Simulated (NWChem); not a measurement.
The numbers come from NWChem runs, not from measurements. System: Cl₂Sn, charge 0, spin multiplicity 1, at a geometry optimised with PBE/def2-SVP with def2 effective core potentials on Sn. The structure started from a generated list of species. Level: B2PLYP/def2-TZVP with def2 effective core potentials on Sn, 14 core orbitals frozen.

Output (cleaned and shortened):

```
             Northwest Computational Chemistry Package (NWChem) 7.3.0
             --------------------------------------------------------

                                NWChem Input Module
                                -------------------

 Scaling coordinates for geometry "geometry" by  1.889725989
 (inverse scale =  0.529177249)

 Turning off AUTOSYM since
 SYMMETRY directive was detected!

                             Geometry "geometry" -> ""
                             -------------------------

 Output coordinates in angstroms (scale by  1.889725989 to convert to a.u.)

  No.       Tag          Charge          X              Y              Z
 ---- ---------------- ---------- -------------- -------------- --------------
    1 Sn                  50.0000     0.00000000     0.00000000     0.62664500
    2 Cl                  17.0000     1.84923900     0.00000000    -0.92153700
    3 Cl                  17.0000    -1.84923900     0.00000000    -0.92153700

 Effective nuclear repulsion energy (a.u.)     414.3572851231

            Nuclear Dipole moment (a.u.)
            ----------------------------
        X                 Y               Z
 ---------------- ---------------- ----------------
     0.0000000000     0.0000000000    -0.0000151178

      Symmetry information
      --------------------

 Group name             C2v
 Group number             16
 Group order               4
 No. of unique centers     2

      Symmetry unique atoms

     1    2


 Summary of "ao basis" -> "" (spherical)
 ------------------------------------------------------------------------------
       Tag                 Description            Shells   Functions and Types
 ---------------- ------------------------------  ------  ---------------------
 *                         def2-tzvp                  on all atoms

 Summary of "ao basis" -> "ao basis" (spherical)
 ------------------------------------------------------------------------------
       Tag                 Description            Shells   Functions and Types
 ---------------- ------------------------------  ------  ---------------------
 Sn                        def2-tzvp                16       50   6s5p3d2f
 Cl                        def2-tzvp                13       37   5s5p2d1f

 Summary of "ao basis" -> "ao basis" (spherical)
 ------------------------------------------------------------------------------
       Tag                 Description            Shells   Functions and Types
 ---------------- ------------------------------  ------  ---------------------
 Sn                        def2-tzvp                16       50   6s5p3d2f
 Cl                        def2-tzvp                13       37   5s5p2d1f

      Symmetry analysis of basis
      --------------------------

        a1         46
        a2         17
        b1         37
        b2         24

            General Information
            -------------------
          SCF calculation type: DFT
          Wavefunction type:  closed shell.
          No. of atoms     :     3
          No. of electrons :    56
           Alpha electrons :    28
            Beta electrons :    28
          Charge           :     0
          Spin multiplicity:     1
          Use of symmetry is: on ; symmetry adaption is: on
          Maximum number of iterations: 100
          AO basis - number of functions:   124
                     number of shells:    42
          Convergence on energy requested:  1.00D-06
          Convergence on density requested:  1.00D-05
          Convergence on gradient requested:  5.00D-04

              XC Information
              --------------
                     Hartree-Fock (Exact) Exchange  0.530
                    Becke 1988 Exchange Functional  0.470
              Lee-Yang-Parr Correlation Functional  0.730

             Grid Information
             ----------------
          Grid used for XC integration:  medium
          Radial quadrature: Mura-Knowles
          Angular quadrature: Lebedev.
          Tag              B.-S. Rad. Rad. Pts. Rad. Cut. Ang. Pts.
          ---              ---------- --------- --------- ---------
          Sn                  1.45      123           8.0       590
[...]
              MO Center= -3.2D-14,  5.0D-16, -8.8D-01, r^2= 4.5D+00
   Bfn.  Coefficient  Atom+Function         Bfn.  Coefficient  Atom+Function
  ----- ------------  ---------------      ----- ------------  ---------------
    66      0.373656  2 Cl py               103     -0.373656  3 Cl py
    69      0.262800  2 Cl py               106     -0.262800  3 Cl py
    63      0.179288  2 Cl py               100     -0.179288  3 Cl py
    57     -0.143563  2 Cl py                94      0.143563  3 Cl py
    60     -0.069189  2 Cl py                97      0.069189  3 Cl py

 Vector   27  Occ=2.000000D+00  E=-3.625330D-01  Symmetry=b1
              MO Center=  7.5D-14,  2.6D-18, -8.7D-01, r^2= 4.7D+00
   Bfn.  Coefficient  Atom+Function         Bfn.  Coefficient  Atom+Function
  ----- ------------  ---------------      ----- ------------  ---------------
    65      0.321954  2 Cl px               102      0.321954  3 Cl px
    68      0.219767  2 Cl px               105      0.219767  3 Cl px
    67      0.211780  2 Cl pz               104     -0.211780  3 Cl pz
    62      0.152085  2 Cl px                99      0.152085  3 Cl px
    70      0.150214  2 Cl pz               107     -0.150214  3 Cl pz

 Vector   28  Occ=2.000000D+00  E=-3.292157D-01  Symmetry=a1
              MO Center=  2.2D-14, -5.0D-17,  1.0D-01, r^2= 4.7D+00
   Bfn.  Coefficient  Atom+Function         Bfn.  Coefficient  Atom+Function
  ----- ------------  ---------------      ----- ------------  ---------------
     5      0.411879  1 Sn s                  6      0.395289  1 Sn s
     2      0.312549  1 Sn s                 67     -0.276275  2 Cl pz
   104     -0.276275  3 Cl pz                 3     -0.258140  1 Sn s
    70     -0.208299  2 Cl pz               107     -0.208299  3 Cl pz
    18      0.205283  1 Sn pz                 1     -0.197411  1 Sn s

 Vector   29  Occ=0.000000D+00  E=-8.383010D-02  Symmetry=b2
              MO Center=  4.4D-17, -3.1D-16,  6.1D-01, r^2= 4.0D+00
   Bfn.  Coefficient  Atom+Function         Bfn.  Coefficient  Atom+Function
  ----- ------------  ---------------      ----- ------------  ---------------
    17      0.531119  1 Sn py                20      0.374622  1 Sn py
    11     -0.336484  1 Sn py                14      0.295444  1 Sn py
    69     -0.174799  2 Cl py               106     -0.174799  3 Cl py
    66     -0.122456  2 Cl py               103     -0.122456  3 Cl py
    63     -0.073547  2 Cl py               100     -0.073547  3 Cl py

 Vector   30  Occ=0.000000D+00  E=-6.079933D-04  Symmetry=b1
              MO Center=  9.0D-15, -3.3D-16,  8.4D-01, r^2= 5.6D+00
   Bfn.  Coefficient  Atom+Function         Bfn.  Coefficient  Atom+Function
  ----- ------------  ---------------      ----- ------------  ---------------
    19      0.719984  1 Sn px                16      0.321648  1 Sn px
    13      0.272283  1 Sn px                10     -0.268902  1 Sn px
    55     -0.244658  2 Cl s                 92      0.244658  3 Cl s
    70     -0.191744  2 Cl pz               107      0.191744  3 Cl pz
    35     -0.185440  1 Sn d  1              67     -0.135209  2 Cl pz

 Vector   31  Occ=0.000000D+00  E= 4.033758D-03  Symmetry=a1
              MO Center=  2.9D-14,  7.1D-16,  5.8D-01, r^2= 5.9D+00
   Bfn.  Coefficient  Atom+Function         Bfn.  Coefficient  Atom+Function
  ----- ------------  ---------------      ----- ------------  ---------------
    21      0.710883  1 Sn pz                 5     -0.472382  1 Sn s
    18      0.294456  1 Sn pz                55      0.262251  2 Cl s
    92      0.262251  3 Cl s                 15      0.252168  1 Sn pz
    68     -0.250105  2 Cl px               105      0.250105  3 Cl px
    12     -0.245238  1 Sn pz                 2     -0.222976  1 Sn s

 center of mass
 --------------
 x =   0.00000000 y =   0.00000000 z =   0.09489294

 moments of inertia (a.u.)
 ------------------
         375.739243752824           0.000000000000           0.000000000000
           0.000000000000        1229.812465559010           0.000000000000
           0.000000000000           0.000000000000         854.073221806187

     Multipole analysis of the density
     ---------------------------------

     L   x y z        total         alpha         beta         nuclear
     -   - - -        -----         -----         ----         -------
     0   0 0 0      0.000000    -28.000000    -28.000000     56.000000

     1   1 0 0      0.000000      0.000000      0.000000      0.000000
     1   0 1 0      0.000000      0.000000      0.000000      0.000000
     1   0 0 1      1.466988     17.312124     17.312124    -33.157261

     2   2 0 0    -42.836502   -229.020799   -229.020799    415.205097
     2   1 1 0      0.000000      0.000000      0.000000      0.000000
     2   1 0 1     -0.000000     -0.000000     -0.000000      0.000000
     2   0 2 0    -34.539133    -17.269566    -17.269566      0.000000
     2   0 1 1      0.000000      0.000000      0.000000      0.000000
     2   0 0 2    -37.578662    -85.769788    -85.769788    133.960914

                   NWChem MP2 Semi-direct Energy/Gradient Module
                   ---------------------------------------------

  Basis functions       =    124
  Molecular orbitals    =    124
  Frozen core           =     14
  Frozen virtuals       =      0
  Active alpha occupied =     14
  Active beta occupied  =     14
  Active alpha virtual  =     96
  Active beta virtual   =     96
  Use MO symmetry       = T
  Use skeleton AO sym   = T

  AO/Fock/Back tols     =   1.0D-09  1.0D-09  1.0D-09

 GA uses MA = F    GA memory limited = T

 Available:
  local mem=  4.43D+07
 global mem=  1.44D+08
 local disk=  0.00D+00
  mp2_memr nvloc                    96
  nvloc new                    96
   1 passes of  14:        5242880                      98540                  33590069.
   1 passes of  14: M     44307161           G      144148448           F      39064281.

 Semi-direct pass number   1 of   1  for RHF alpha+beta  at        3.1s
  vrange nnbf                  7345
  mp2_eaftype                   128  avail_ma_in_mb                   386
 EAF : mp2_eaftype filesize         128   16795034.
  mp2_eaf for mointskh                    128
Node 0 wrote     79.0 Mb in      0.1 s     Agg I/O rate:   705.1 Mb/s
 Done moints_semi at        8.0s
  mp2_eaftype                   128  avail_ma_in_mb                   386
 EAF : mp2_eaftype filesize         128   16795034.
  mp2_eaf for kh                   128
 Done maket at        8.2s
 Done multipass loop at        8.2s

          -------------------------------------------
          DFT energy                   -1134.159358682717
          Unscaled MP2 energy             -0.811185050565
          Total DFT+MP2 energy         -1134.378378646370
          -------------------------------------------

 -----------------------
 Performance information
 -----------------------

 Timer overhead =  9.61D-08 seconds/call

               Nr. of calls         CPU time (s)                 Wall time (s)                GFlops
             ---------------    -------------------     ------------------------------   -------------------
Name         Min   Avg   Max    Min     Avg     Max     Min     Avg     Max   Mx/calls   Min     Max     Sum
mp2: moin     1     1     1    4.9     4.9     4.9      4.9     4.9     4.9     4.9      0.0     0.0     0.0
mp2: make     1     1     1   0.21    0.21    0.21     0.21    0.21    0.21    0.21      0.0     0.0     0.0
mp2: tota     1     1     1    5.2     5.2     5.2      5.2     5.2     5.2     5.2      0.0     0.0     0.0

 The average no. of pstat calls per process was 3.00D+00
 with a timing overhead of 2.88D-07s

 Task  times  cpu:        8.2s     wall:        8.2s

 Total times  cpu:        8.3s     wall:        8.3s
```

Q: Write an NWChem input that would produce this output.

A: This is not unique; one that fits is 
```
start mol
memory heap 200 mb stack 900 mb global 1100 mb
geometry units angstroms nocenter noautoz
  Sn     0.000000     0.000000     0.626645
  Cl     1.849239     0.000000    -0.921537
  Cl    -1.849239     0.000000    -0.921537
  symmetry group C2v
end
basis spherical
  * library def2-tzvp
end
ecp
  Sn library def2-ecp
end
dft
  xc hfexch 0.53 becke88 0.47 lyp 0.73 mp2 0.27
  dftmp2
  semidirect memsize 60000000 filesize 0
  iterations 100
end
mp2
  freeze core 14
end
task dft energy
```
